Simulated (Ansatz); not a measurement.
A nudged elastic band was laid between two geometries of C$_{2}$H$_{7}$AlNSb (12 atoms, charge 0, multiplicity 1).

Method: Ansatz 0.2.0, RKS PBE-D4/def2-SVP.

| Item | Value |
| --- | --- |
| movable images | 9 |
| climbing image | yes |
| spring | 5.0 eV/Å² |
| optimiser | quadratic models (default) |
| start path | through a guess of the saddle point |
| force threshold | 0.05 eV/Å |
| iteration limit | 57 |
| end points | relaxed |

Image 0:

```xyz
12
Properties=species:S:1:pos:R:3
N -0.694 1.337 0.464
C 0.300 0.457 0.090
Al 2.123 0.485 0.814
C 0.124 -0.602 -0.770
Sb -1.730 -1.134 -1.771
H -0.554 1.884 1.313
H -1.670 1.051 0.310
H 3.223 -0.423 0.094
H 2.457 1.356 2.125
H 0.999 -1.200 -1.074
H -1.767 -2.733 -1.086
H -2.734 -0.532 -0.475
```

Image 10:

```xyz
12
Properties=species:S:1:pos:R:3
N -0.695 1.343 0.460
C 0.300 0.463 0.086
Al 2.121 0.482 0.815
C 0.123 -0.596 -0.772
Sb -1.733 -1.130 -1.768
H -0.553 1.889 1.311
H -1.670 1.053 0.313
H 2.450 1.334 2.138
H 3.223 -0.417 0.087
H 0.998 -1.193 -1.080
H -1.756 -2.736 -1.099
H -2.731 -0.547 -0.458
```

What changes between the two ends?

No bond is made or broken. The dihedral C4–C2–Al3–H9 goes from -163 to 15°. The two ends are copies of one structure, up to a mirror image or an exchange of like atoms.

What energy profile does the band end with?

The run converged. The highest image is number 4 of 0 to 10, 0.127 eV above the ends, which have the same energy within 2 meV. Beside the main top the profile has a ripple of under 15 meV (maxima at images 4, 7), which may be a very shallow well or noise. A vibrational analysis at the climbing image gives 2 clearly imaginary modes (203i, 42i cm⁻¹): a point of higher order, so a lower path passes nearby.

| image | path coordinate (Å) | energy (eV) | dihedral C4–C2–Al3–H9 (°) |
| --- | --- | --- | --- |
| 0 | 0.00 | 0.000 | -163 |
| 1 | 0.94 | 0.003 | -138 |
| 2 | 1.88 | -0.003 | -119 |
| 3 | 2.82 | 0.034 | -106 |
| 4 | 3.75 | 0.127 | -87 |
| 5 | 4.48 | 0.070 | -74 |
| 6 | 5.21 | 0.011 | -64 |
| 7 | 5.94 | 0.022 | -45 |
| 8 | 6.67 | 0.022 | -25 |
| 9 | 7.40 | 0.007 | -5 |
| 10 | 8.13 | 0.000 | 15 |

What is the geometry of the highest image?


```xyz
12
Properties=species:S:1:pos:R:3
N -0.781 1.522 0.326
C 0.212 0.602 0.211
Al 2.080 0.317 0.695
C 0.171 -0.588 -0.467
Sb -1.465 -1.423 -1.640
H -0.703 2.260 1.021
H -1.734 1.272 0.043
H 3.245 0.802 -0.291
H 2.435 -0.510 2.020
H 1.087 -1.233 -0.518
H -1.827 -2.686 -0.495
H -2.643 -0.391 -0.872
```

Run time: 8.6 min on 2 threads of Intel(R) Xeon(R) Platinum 8488C (Sapphire Rapids) (shared host), peak memory 0.19 GiB.
